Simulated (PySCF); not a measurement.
H4GeO4, triplet, at a GFN2-xTB geometry (a higher spin typed on purpose: for a closed-shell molecule this is an excited state), with bond 9-5 at 1.8 times its length; B3LYP/STO-3G run with PySCF.

Here is a job for PySCF.
```python
from pyscf import gto, scf, dft

mol = gto.M(
    atom='''
O     0.564548    1.247405   -0.969958
Ge    0.044223    0.168862    0.338301
O    -1.600919    0.946902    0.729303
O    -0.550881   -1.384836   -0.717281
O     1.527727   -1.386807   -0.258895
H    -0.019697    2.000528   -1.051984
H    -2.181176    0.525668    1.358975
H    -0.568510   -2.238414   -0.285198
H     2.072628   -0.821407   -1.795847
''',
    basis='sto-3g',
    charge=0,
    spin=2,
    verbose=5,
)

mf = dft.UKS(mol)
mf.xc = 'b3lyp'
mf.kernel()
mo_i, mo_e, stable_i, stable_e = mf.stability(internal=True, external=False, return_status=True, nroots=6, tol=1e-6)
print('internally stable:', stable_i, ' externally stable:', stable_e)
if not stable_i:
    umf = mf.copy()
    umf.scf_summary = {}
    umf.kernel(umf.make_rdm1(mo_i, mf.mo_occ))
```

Output, abridged:

```
PySCF version 2.14.0

[INPUT] verbose = 5
[INPUT] max_memory = 4000
[INPUT] num. atoms = 9
[INPUT] num. electrons = 68
[INPUT] charge = 0
[INPUT] spin (= nelec alpha-beta = 2S) = 2
[INPUT] symmetry False subgroup None
[INPUT] Mole.unit = angstrom
[INPUT] Symbol           X                Y                Z      unit          X                Y                Z       unit  Magmom
[...]
[INPUT] ---------------- BASIS SET ----------------
[INPUT] l, kappa, [nprim/nctr], expnt,             c_1 c_2 ...
[INPUT] H
[...]
                                0.62391373        0.53532814
                                0.1688554         0.44463454
[INPUT] O
[...]
                                23.808861         0.53532814
                                6.4436083         0.44463454
[...]
                                1.1695961         0.39951283
                                0.380389          0.70011547
[...]
                                1.1695961         0.60768372
                                0.380389          0.39195739
[INPUT] Ge
[...]
                                400.0741292       0.5353281423
                                108.2756726       0.4446345422
[...]
                                41.91853304       0.3995128261
                                13.63320795       0.7001154689
[...]
                                4.33043264        0.2175436044
                                1.670815538       0.9166769611
[...]
                                0.363834215       0.0196064117
                                0.1606730254      1.131034442
[...]
                                41.91853304       0.6076837186
                                13.63320795       0.3919573931
[...]
                                4.33043264        0.5777664691
                                1.670815538       0.4846460366
[...]
                                0.363834215       0.5715227604
                                0.1606730254      0.5498949471
[...]
                                4.33043264        0.6555473627
                                1.670815538       0.286573259

nuclear repulsion = 408.548644383605
number of shells = 24
number of NR pGTOs = 126
number of NR cGTOs = 42
basis = sto-3g
ecp = {}

******** <class 'pyscf.dft.uks.UKS'> ********
method = UKS
initial guess = minao
damping factor = 0
level_shift factor = 0
DIIS = <class 'pyscf.scf.diis.CDIIS'>
diis_start_cycle = 1
diis_space = 8
diis_damp = 0
SCF conv_tol = 1e-09
SCF conv_tol_grad = None
SCF max_cycles = 50
direct_scf = True
direct_scf_tol = 1e-13
number electrons alpha = 35  beta = 33
XC library pyscf.dft.libxc version 7.1.2
    S. Lehtola, C. Steigemann, M. J. T. Oliveira, and M. A. L. Marques,  SoftwareX 7, 1–5 (2018)
XC functionals = b3lyp
    P. J. Stephens, F. J. Devlin, C. F. Chabalowski, and M. J. Frisch,  J. Phys. Chem. 98, 11623 (1994)
radial grids:
    Treutler-Ahlrichs [JCP 102, 346 (1995); DOI:10.1063/1.469408] (M4) radial grids

becke partition: Becke, JCP 88, 2547 (1988); DOI:10.1063/1.454033
pruning grids: <function nwchem_prune>
grids dens level: 3
symmetrized grids: False
atomic radii adjust function: <function treutler_atomic_radii_adjust>
small_rho_cutoff = 0
Set gradient conv threshold to 3.16228e-05
atom O rad-grids = 75, ang-grids = [ 50  50  50  50  50  50  50  50  50  50  50  50  50  50  50  50  50  50
  50  50  50  50  50  86  86  86  86  86  86  86  86  86 266 266 266 266
 266 266 266 302 302 302 302 302 302 302 302 302 302 302 302 302 302 302
 302 302 302 302 302 266 266 266 266 266 266 266 266 266 266 266 266 266
 266 266 266]
atom Ge rad-grids = 90, ang-grids = [ 50  50  50  50  50  50  50  50  50  50  50  50  50  50  50  50  50  50
  50  50  50  50  50  50  50  50  50  50  86  86  86  86  86  86  86  86
  86  86  86  86  86  86  86  86 350 350 350 350 350 350 350 350 350 350
 350 434 434 434 434 434 434 434 434 434 434 434 434 434 434 434 434 434
 434 434 434 434 350 350 350 350 350 350 350 350 350 350 350 350 350 350]
atom H rad-grids = 50, ang-grids = [ 50  50  50  50  50  50  50  50  50  50  50  50  50  50  50  86  86  86
  86 266 266 266 266 266 302 302 302 302 302 302 302 302 302 302 302 302
 302 266 266 266 266 266 266 266 266 266 266 266 266 266]
tot_boxes 3584, boxes in each direction [14 14 12]
Padding 0 grids
tot grids = 116200
nelec by numeric integration = [33.4188025 33.4188025]
E1 = -4069.444236213689  E2 = 1311.26139925408  Ecoul = 1425.0479972828593  Exc = -113.78659802877932
init E= -2349.634192576
cond(S) = 5.422578846044903

  alpha mo_energy =
[-3.95141178e+02 -4.89172205e+01 -4.45738931e+01 -4.45738799e+01
 -4.45738571e+01 -1.94380904e+01 -1.94111102e+01 -1.93961889e+01
 -1.92947992e+01 -6.24086073e+00 -4.45983650e+00 -4.45948078e+00
 -4.45806884e+00 -1.38013525e+00 -1.33408058e+00 -1.32031184e+00
 -1.16635444e+00 -9.27807886e-01 -9.20761386e-01 -9.16903331e-01
 -9.15828071e-01 -9.15184537e-01 -8.51172081e-01 -7.76377452e-01
 -7.43010797e-01 -6.77721541e-01 -6.49499885e-01 -6.27005618e-01
 -6.17964308e-01 -5.86345266e-01 -5.74682143e-01 -5.38141308e-01
 -5.20646551e-01 -4.51646532e-01 -4.27925715e-01 -2.56079113e-01
 -2.02064216e-01 -1.57106988e-01 -1.32035932e-01  9.91278681e-02
  1.22213067e-01  1.27400309e-01]
  beta  mo_energy =
[-3.95141178e+02 -4.89172205e+01 -4.45738931e+01 -4.45738799e+01
 -4.45738571e+01 -1.94380904e+01 -1.94111102e+01 -1.93961889e+01
 -1.92947992e+01 -6.24086073e+00 -4.45983650e+00 -4.45948078e+00
 -4.45806884e+00 -1.38013525e+00 -1.33408058e+00 -1.32031184e+00
 -1.16635444e+00 -9.27807886e-01 -9.20761386e-01 -9.16903331e-01
 -9.15828071e-01 -9.15184537e-01 -8.51172081e-01 -7.76377452e-01
 -7.43010797e-01 -6.77721541e-01 -6.49499885e-01 -6.27005618e-01
 -6.17964308e-01 -5.86345266e-01 -5.74682143e-01 -5.38141308e-01
 -5.20646551e-01 -4.51646532e-01 -4.27925715e-01 -2.56079113e-01
 -2.02064216e-01 -1.57106988e-01 -1.32035932e-01  9.91278681e-02
  1.22213067e-01  1.27400309e-01]
multiplicity <S^2> = 2  2S+1 = 3
[...]
SCF not converged.
<class 'pyscf.dft.uks.UKS'> wavefunction has an internal instability
internally stable: False  externally stable: None
[...]
 -3.72755674e+00 -9.17482088e-01 -8.94335058e-01 -8.89713530e-01
 -7.73432888e-01 -4.62507810e-01 -3.99778504e-01 -3.73017325e-01
 -2.72995178e-01 -2.22316675e-01 -2.12170037e-01 -1.99814505e-01
 -1.90881637e-01 -1.87381239e-01 -1.80942298e-01 -1.74604533e-01
 -1.65411143e-01 -1.54137859e-01 -1.41293014e-01 -1.35629670e-01
 -1.19939499e-01  1.53104932e-02  3.28540656e-02  6.27091706e-02
  2.26987662e-01  2.67254869e-01  2.92070007e-01  4.24433791e-01
  4.56326716e-01  4.62448778e-01]
multiplicity <S^2> = 2.0634798  2S+1 = 3.0420255
nelec by numeric integration = [35.00000831 33.00000848]
E1 = -4110.34161643125  E2 = 1349.93846550572  Ecoul = 1465.7796588642964  Exc = -115.84119335857636
cycle= 47 E= -2351.85450654193  delta_E= -2.61e-05  |g|= 0.00148  |ddm|= 0.0188
  alpha mo_energy =
[-3.94106472e+02 -4.79503863e+01 -4.36008330e+01 -4.35996954e+01
 -4.35981921e+01 -1.88764028e+01 -1.88411392e+01 -1.88233721e+01
 -1.88218860e+01 -5.50716538e+00 -3.73419526e+00 -3.73303197e+00
 -3.73053752e+00 -9.31121032e-01 -9.15088180e-01 -9.04656343e-01
 -8.28716627e-01 -4.70161875e-01 -4.06226257e-01 -3.81840699e-01
 -2.99232221e-01 -2.61608978e-01 -2.36977895e-01 -2.22194208e-01
 -2.17703443e-01 -2.11201244e-01 -1.99750285e-01 -1.88159779e-01
 -1.81350980e-01 -1.73502054e-01 -1.59084275e-01 -1.47135596e-01
 -1.44809509e-01 -1.36757634e-01 -8.15701749e-02  1.77430126e-02
  2.10892544e-01  2.60439535e-01  2.69362419e-01  4.17700510e-01
  4.50167217e-01  4.58385452e-01]
  beta  mo_energy =
[-3.94105985e+02 -4.79490138e+01 -4.35994282e+01 -4.35981416e+01
 -4.35976792e+01 -1.88642030e+01 -1.88338877e+01 -1.88211086e+01
 -1.88191535e+01 -5.50365826e+00 -3.73046360e+00 -3.72901433e+00
 -3.72747811e+00 -9.17454028e-01 -8.94315925e-01 -8.89679594e-01
 -7.73214404e-01 -4.62480320e-01 -3.99738606e-01 -3.73013707e-01
 -2.72909931e-01 -2.22260767e-01 -2.12092767e-01 -1.99762186e-01
 -1.90833027e-01 -1.87325080e-01 -1.80886339e-01 -1.74524825e-01
 -1.65361934e-01 -1.54094875e-01 -1.41296907e-01 -1.35584617e-01
 -1.19922350e-01  1.53238700e-02  3.28377416e-02  6.19169853e-02
  2.27017012e-01  2.67300192e-01  2.92113222e-01  4.24430631e-01
  4.56374671e-01  4.62459572e-01]
multiplicity <S^2> = 2.058852  2S+1 = 3.0389814
nelec by numeric integration = [35.00000831 33.00000849]
E1 = -4110.341931798854  E2 = 1349.9387644008602  Ecoul = 1465.7792971003144  Exc = -115.84053269945416
cycle= 48 E= -2351.85452301439  delta_E= -1.65e-05  |g|= 0.00141  |ddm|= 0.0129
  alpha mo_energy =
[-3.94106449e+02 -4.79503646e+01 -4.36008105e+01 -4.35996740e+01
 -4.35981705e+01 -1.88765547e+01 -1.88411631e+01 -1.88233481e+01
 -1.88218718e+01 -5.50714520e+00 -3.73417410e+00 -3.73301241e+00
 -3.73051752e+00 -9.31136533e-01 -9.15092069e-01 -9.04643070e-01
 -8.28908656e-01 -4.70161070e-01 -4.06217561e-01 -3.81845655e-01
 -2.99270739e-01 -2.61650622e-01 -2.36972292e-01 -2.22199743e-01
 -2.17739573e-01 -2.11218960e-01 -1.99751777e-01 -1.88142563e-01
 -1.81335053e-01 -1.73486627e-01 -1.59066871e-01 -1.47145124e-01
 -1.44840433e-01 -1.36762232e-01 -8.15546329e-02  1.76558937e-02
  2.10893372e-01  2.60446350e-01  2.69353144e-01  4.17692818e-01
  4.50180355e-01  4.58387797e-01]
  beta  mo_energy =
[-3.94105963e+02 -4.79489912e+01 -4.35994047e+01 -4.35981193e+01
 -4.35976574e+01 -1.88642959e+01 -1.88339113e+01 -1.88210943e+01
 -1.88191278e+01 -5.50363590e+00 -3.73044172e+00 -3.72899191e+00
 -3.72745508e+00 -9.17443849e-01 -8.94312598e-01 -8.89670409e-01
 -7.73142725e-01 -4.62472338e-01 -3.99724210e-01 -3.73017350e-01
 -2.72883613e-01 -2.22241577e-01 -2.12068795e-01 -1.99745477e-01
 -1.90821873e-01 -1.87309765e-01 -1.80871053e-01 -1.74501326e-01
 -1.65348085e-01 -1.54082874e-01 -1.41304427e-01 -1.35568338e-01
 -1.19920002e-01  1.53274567e-02  3.28291025e-02  6.16506220e-02
  2.27023979e-01  2.67316011e-01  2.92128111e-01  4.24424985e-01
  4.56392039e-01  4.62461950e-01]
multiplicity <S^2> = 2.0573351  2S+1 = 3.0379829
nelec by numeric integration = [35.00000831 33.00000849]
E1 = -4110.342313432253  E2 = 1349.9391406101847  Ecoul = 1465.7794637565285  Exc = -115.84032314634383
cycle= 49 E= -2351.85452843846  delta_E= -5.42e-06  |g|= 0.00139  |ddm|= 0.00441
  alpha mo_energy =
[-3.94106368e+02 -4.79502869e+01 -4.36007296e+01 -4.35995972e+01
 -4.35980933e+01 -1.88770455e+01 -1.88412083e+01 -1.88232673e+01
 -1.88218267e+01 -5.50707493e+00 -3.73410033e+00 -3.73294425e+00
 -3.73044835e+00 -9.31176756e-01 -9.15097278e-01 -9.04599125e-01
 -8.29527472e-01 -4.70154188e-01 -4.06187931e-01 -3.81852537e-01
 -2.99392323e-01 -2.61781123e-01 -2.36970483e-01 -2.22217064e-01
 -2.17855306e-01 -2.11267213e-01 -1.99752046e-01 -1.88082324e-01
 -1.81277574e-01 -1.73432054e-01 -1.59007234e-01 -1.47176018e-01
 -1.44925308e-01 -1.36769007e-01 -8.15006249e-02  1.73833179e-02
  2.10903449e-01  2.60470442e-01  2.69326032e-01  4.17677576e-01
  4.50223561e-01  4.58398546e-01]
  beta  mo_energy =
[-3.94105881e+02 -4.79489109e+01 -4.35993211e+01 -4.35980400e+01
 -4.35975794e+01 -1.88645957e+01 -1.88339560e+01 -1.88210497e+01
 -1.88190417e+01 -5.50355920e+00 -3.73036662e+00 -3.72891494e+00
 -3.72737657e+00 -9.17410515e-01 -8.94295231e-01 -8.89634020e-01
 -7.72907421e-01 -4.62443524e-01 -3.99677455e-01 -3.73019935e-01
 -2.72796665e-01 -2.22179934e-01 -2.11992820e-01 -1.99691387e-01
 -1.90778977e-01 -1.87257058e-01 -1.80818540e-01 -1.74421839e-01
 -1.65298731e-01 -1.54041538e-01 -1.41322070e-01 -1.35515418e-01
 -1.19905834e-01  1.53385416e-02  3.28109647e-02  6.08192717e-02
  2.27052480e-01  2.67366579e-01  2.92176884e-01  4.24414982e-01
  4.56448121e-01  4.62472746e-01]
multiplicity <S^2> = 2.0526296  2S+1 = 3.0348836
nelec by numeric integration = [35.0000083 33.0000085]
E1 = -4110.343183032684  E2 = 1349.9399931652008  Ecoul = 1465.779638962941  Exc = -115.83964579774005
cycle= 50 E= -2351.85454548388  delta_E= -1.7e-05  |g|= 0.00136  |ddm|= 0.0142
SCF not converged.
SCF energy = -2351.85454548388 after 50 cycles  <S^2> = 2.0526296  2S+1 = 3.0348836
```

Convergence was not reached.
